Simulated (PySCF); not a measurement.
# Reading the logs of faulty runs: AlCGeH6O

Calculated results; nothing here was measured. The program is PySCF 2.14.0, an open-source quantum chemistry code, run on an isolated molecule that a program drew, which may never have been made. The molecule is AlCGeH6O (charge 0, doublet), drawn as the SMILES string `[AlH][O][CH2][GeH3]`.

Each row is a Hartree-Fock (HF) and frozen-core CCSD(T) single point in the cc-pV(D+d)Z basis, meant for a local HF minimum. Run 1 is clean. Each other run has one planted mistake out of seven kinds, and not every kind appears here: one electron removed, one electron added, multiplicity raised by two, geometry at a saddle point, minimal basis STO-3G, one bond length entered in bohr, all coordinates scaled. The reference is restricted for singlets and unrestricted otherwise, and also for a bond in bohr. Adding or removing an electron swaps singlet and doublet. Electrons count all cores. HOMO and LUMO are orbital energies over both spins, the gradient is its largest component, and the lowest frequency (negative if imaginary) is given only where the gradient is small. Bond lengths are over the 9 bonds as drawn. T1 is the CCSD diagnostic: over 0.02 (restricted) or 0.045 (unrestricted) a single reference is doubtful. Germanium has the cc-pVDZ-PP basis, with a core potential (ECP10MDF) in place of its 10 inner electrons, and its 3s, 3p and 3d shells are frozen in CCSD(T).

Geometry of the clean run:
```xyz
10
AlCGeH6O, angstrom
Al   -2.6597    1.0900    0.3743
O    -1.8220   -0.0039   -0.6000
C    -1.2336   -1.2712   -0.6192
Ge    0.6049   -1.1262   -1.3249
H    -3.0438    2.4681   -0.3215
H    -1.2112   -1.7237    0.3783
H    -1.8135   -1.9394   -1.2615
H     1.2884   -2.5031   -1.3332
H     1.4162   -0.1757   -0.4343
H     0.5773   -0.5722   -2.7524
```

```
run,electrons,basis functions,<S^2>,HOMO (eV),LUMO (eV),gradient (hartree/bohr),lowest frequency (cm^-1),mean bond (Å),longest bond (Å),T1,HF (hartree),CCSD(T) (hartree),mistake
1,65,104,0.756,-8.24,1.19,4.6e-06,43,1.4936,1.975,0.0167,-651.51235,-652.04881,no fault
2,65,104,3.764,-5.01,-1.13,9.4e-02,-,1.4936,1.975,0.0372,-651.34896,-651.85761,multiplicity raised by two
3,65,104,0.758,-8.36,1.06,2.2e-02,-,1.5459,2.044,0.0179,-651.50198,-652.04514,?
4,66,104,0.000,-0.23,6.81,6.2e-02,-,1.4936,1.975,0.0154,-651.49278,-652.06060,?
```

**Which mistake was planted in run 3, and what did it cost?**

The mean and the longest bond both change by the same factor, 1.035, and the gradient is no longer small. So the mistake is: all coordinates scaled. Subtracting run 1 and multiplying by 627.51 kcal/mol a hartree, the energy moved by 6.5 kcal/mol in HF and 2.3 kcal/mol in CCSD(T).

**Which mistake was planted in run 4, and what did it cost?**

It counts 66 electrons, one more than the clean run, at the same geometry and basis. So the mistake is: one electron added. Subtracting run 1 and multiplying by 627.51 kcal/mol a hartree, the energy moved by 12.3 kcal/mol in HF and -7.4 kcal/mol in CCSD(T).

